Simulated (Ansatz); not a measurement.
Mulliken charges of FGeH₃S, SMILES `[F][GeH2][SH]` from B3LYP/def2-TZVPP in Ansatz (PBE0-D4/def2-TZVP geometry).

| atom | x (Å) | y (Å) | z (Å) | charge (e) |
| --- | --- | --- | --- | --- |
| F1 | -1.827 | 0.203 | 0.285 | -0.381 |
| Ge2 | -0.257 | 0.103 | -0.460 | 0.552 |
| S3 | 1.293 | 0.470 | 1.057 | -0.283 |
| H4 | -0.176 | -1.316 | -1.030 | -0.003 |
| H5 | -0.190 | 1.237 | -1.485 | 0.000 |
| H6 | 1.198 | -0.760 | 1.587 | 0.116 |

Task: By hand: the dipole of these point charges (1 e Å = 4.8032 D).

Result: Σ q r = (0.328, -0.238, -0.474) e Å, of length 0.624 e Å = 3.00 D.

Task: How does the dipole of the full density compare? (Estimate.)

Result: The calculation gave: (0.277, -0.193, -0.223) e Å, 1.94 D; the point charges give 1.55 times that, at 16° from its direction.

Point charges leave out the atoms' own dipoles, such as those of lone pairs, and Mulliken's split depends on the basis, so the two needn't agree.

B3LYP here is the variant with VWN-RPA as its local correlation; programs differ in this.
